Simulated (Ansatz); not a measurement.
`C=C1CC1(F)[SiH3]` and `C=C1CC1[SiH3]` differ in one atom or group.

Ansatz, PBE0-D4/def2-TZVP geometries, multiplicity 1. 

| property | `C=C1CC1(F)[SiH3]` |
| --- | --- |
| LUMO energy (PBE/def2-TZVPP) / eV | -1.73 |
| size of the dipole moment (ωB97M-V/def2-TZVPP) / D | 1.57 |
| HOMO–LUMO gap (PBE0/def2-TZVPP) / eV | 7.09 |
| HOMO energy (ωB97M-V/def2-TZVPP) / eV | -10.04 |
| LUMO energy (PBE0/def2-TZVPP) / eV | -0.74 |
| HOMO energy (B3LYP/def2-TZVPP) / eV | -7.61 |

Q: Give the same properties after the change, and the shifts. (An estimate is asked.)

A: The calculation gave: 
| property | `C=C1CC1[SiH3]` | shift |
| --- | --- | --- |
| LUMO energy (PBE/def2-TZVPP) / eV | -1.05 | 0.68 |
| size of the dipole moment (ωB97M-V/def2-TZVPP) / D | 0.75 | -0.82 |
| HOMO–LUMO gap (PBE0/def2-TZVPP) / eV | 7.37 | 0.28 |
| HOMO energy (ωB97M-V/def2-TZVPP) / eV | -9.66 | 0.38 |
| LUMO energy (PBE0/def2-TZVPP) / eV | -0.06 | 0.68 |
| HOMO energy (B3LYP/def2-TZVPP) / eV | -7.21 | 0.40 |

With PBE0 the HOMO rises by 0.39 eV and the LUMO rises by 0.68 eV, so the gap widens by about 0.29 eV. PBE moves the HOMO by 0.34 eV and ωB97M-V by 0.38 eV. Dipoles are sizes alone; their direction can turn.

B3LYP here is the variant with VWN-RPA as its local correlation; programs differ in this.
